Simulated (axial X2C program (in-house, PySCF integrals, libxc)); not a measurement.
**Nuclear properties of NAsO**

Calculated with an axial X2C code built on PySCF integrals: two-component X2C with atomic mean-field Coulomb and Gaunt terms, Gaussian nuclei, basis N dyall-av3z, As dyall-v3z, O dyall-av3z with contracted cores.

N–As–O held linear, with bonds 1.605 and 1.605 Å (near the PBE0 minimum at charge 0 of the determinant lowest at the starting distance; the state shown can have its own minimum elsewhere, held linear; other orders of the atoms were not compared).

Determinant lowest in the PBE0 search, Ω = 0 (closed shell), highest spinor 56% N p, 22% O p, 11% As d:

```tsv
level	qzz N (a.u.)	qzz As (a.u.)	qzz O (a.u.)	μ (D)
PBE0	0.79	-3.17	1.72	0.45
HF	0.69	-5.38	1.93	0.61
B3LYP	0.83	-2.95	1.73	0.41
```

qzz is the electric field gradient, eQq0 = 234.96 MHz × Q/barn × qzz; μ is positive if the O end (last atom) is positive. The operators were transformed with the bare-nucleus X2C matrices; with these basis sets, hyperfine constants and field gradients can be off by tens of per cent, and where levels differ in sign neither size nor sign is settled.

(1) With Q(14N) = 0.02044 barn, Q(75As) = 0.311 barn, Q(17O) = -0.02558 barn (Q from Pyykkö, Mol. Phys. 2018), turn the PBE0 values of the first state into constants in MHz.

The molecule was held linear; bending was not examined, so a bent shape may lie lower.

Each state is one determinant with collinear spin. The search compared states at one distance, so a state with another bond length can lie lower.

Answers

(1) eQq0(14N) = 234.96 × (0.02044) × (0.79) = 3.79 MHz; eQq0(75As) = 234.96 × (0.311) × (-3.17) = -232 MHz; eQq0(17O) = 234.96 × (-0.02558) × (1.72) = -10.3 MHz.
